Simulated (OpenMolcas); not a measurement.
**Cl2+: effect of the IPEA shift**

| Item | Value |
| --- | --- |
| Program | OpenMolcas |
| Basis | ANO-RCC-VTZP [5s4p2d1f] |
| Scalar Hamiltonian | DKH2, point nucleus |
| Active space | 3 electrons in 3 orbitals (3p) |
| State averaging | 2S+1 = 4 odd, 1 root; 2S+1 = 2 odd, 8 roots |
| Spin-orbit coupling | RASSI with atomic mean-field integrals over the reference wave functions, term energies averaged over their components |

Methods on the same reference wave functions:
A. CASSCF
B. SS-CASPT2, IPEA 0 Eh, imaginary shift 0.1 Eh (closed shells correlated: 2s 2p 3s)
C. SS-CASPT2, IPEA 0.25 Eh, imaginary shift 0.1 Eh (closed shells correlated: 2s 2p 3s)

Energies in cm⁻¹ above 3s² 3p³ ⁴S°_3/2, the measured ground level; measured values from Moore, Atomic Energy Levels, vol. I, NSRDS-NBS 35 (1971 reprint of NBS Circular 467, 1949).

| Level | A | B | C | Measured |
| --- | --- | --- | --- | --- |
| 3s² 3p³ ⁴S°_3/2 | 0.0 | 0.0 | 0.0 | 0.0 |
| 3s² 3p³ ²D°_3/2 | 22632 | 19230 | 18910 | 18053 |
| 3s² 3p³ ²D°_5/2 | 22676 | 19280 | 18960 | 18120 |
| 3s² 3p³ ²P°_1/2 | 37666 | 32270 | 31910 | 29812 |
| 3s² 3p³ ²P°_3/2 | 37724 | 32340 | 31980 | 29907 |

Deviations, from unrounded energies. A percentage is the sum of absolute deviations over the sum of measured energies, with the sign that they share, or ± where signs differ.

| Against measurement | Levels | A | B | C |
| --- | --- | --- | --- | --- |
| mean absolute deviation (cm-1) | 4 | 6200 | 1800 | 1500 |
| other terms of the ground configuration (%) | 4 | +25.9 | +7.5 | +6.1 |

C lies closest to measurement on these levels and A furthest from it. The largest miss of C in the table is 3s² 3p³ ²P°_1/2, by +2100 cm-1. The ranking rests on the paired levels alone, and a cruder setting can come out closer through cancelling errors.

Between B and C the level of the table that moves most is 3s² 3p³ ²P°_1/2, by 360 cm-1 (lowest in C, highest in B). Moves below CASPT2's spread within the term are not significant.

From A to B the spin-free energies of the other terms of 3s² 3p³ shown, above ⁴S°, scale by factors of 0.85 to 0.86.

The lowest spin-free term lies below A's lowest term by 0.130 hartree in B, 0.118 hartree in C.

CASPT2 breaks the degeneracy within a term, and the mean is taken; among the terms shown or strongly mixed into the levels shown the widest spread is 170 cm-1 (3s² 3p³ ²D°, C). With the s shell closed, the reference lacks s² → p² mixing. Measured partners are found by configuration, term and J. A level has none where our copy of the source lacks it or the pairing is in doubt (some pairs that miss far off the trend of their configuration count as doubtful), and it then counts in no deviation. Only configurations of the active space appear.

° marks odd parity.
